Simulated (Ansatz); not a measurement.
Ga₅As₄⁺, relaxed as a singlet with RKS PBE-D4/def2-SVP in Ansatz, starting from the GFN2-xTB geometry. Force threshold 0.03 eV/Å.

The structure comes from a short search, and lower isomers may exist.

Start:

```xyz
9

Ga   -0.800    2.179   -1.250
Ga    1.403   -3.247   -1.052
Ga    2.483    1.135   -1.102
Ga   -0.426    0.268    3.691
Ga   -2.330   -0.918   -1.520
As   -1.710    0.606    1.101
As    0.519   -0.815   -1.844
As    0.288   -0.793    0.672
As    0.572    1.584    1.303
```

```csv
step,energy (eV),largest force component (eV/Å),SCF passes
1,-505117.6756,0.392,23
2,-505117.7814,0.207,23
3,-505117.8186,0.114,22
4,-505117.8286,0.157,23
5,-505117.8432,0.157,22
6,-505117.8603,0.351,28
7 (rejected),-505117.8256,0.367,28
8,-505117.8920,0.121,24
9,-505117.9034,0.121,23
10,-505117.9079,0.103,24
11,-505117.9148,0.044,23
12,-505117.9182,0.051,23
13,-505117.9217,0.051,23
14 (rejected),-505117.9087,0.178,23
15,-505117.9243,0.020,23
16,-505117.9250,0.030,22
```

Force components are those of the run's own axes.

End:

| atom | x (Å) | y (Å) | z (Å) |
| --- | --- | --- | --- |
| Ga1 | -0.732 | 1.990 | -1.183 |
| Ga2 | 1.423 | -3.032 | -1.764 |
| Ga3 | 2.469 | 0.841 | -0.728 |
| Ga4 | -0.740 | 0.997 | 3.739 |
| Ga5 | -2.194 | -1.112 | -1.130 |
| As6 | -1.666 | 0.456 | 1.068 |
| As7 | 0.415 | -0.602 | -1.891 |
| As8 | 0.355 | -0.974 | 0.618 |
| As9 | 0.670 | 1.436 | 1.270 |

Bonds formed: Ga3–As9, Ga5–As6 (atoms count from 1).

The force fell under the threshold at step 15, but the optimiser went on. No frequencies were taken in this run, so the end may be a saddle point.

Run time 42 s (6 threads of Intel Xeon 6975P-C on a shared host), peak host memory 0.96 GiB.
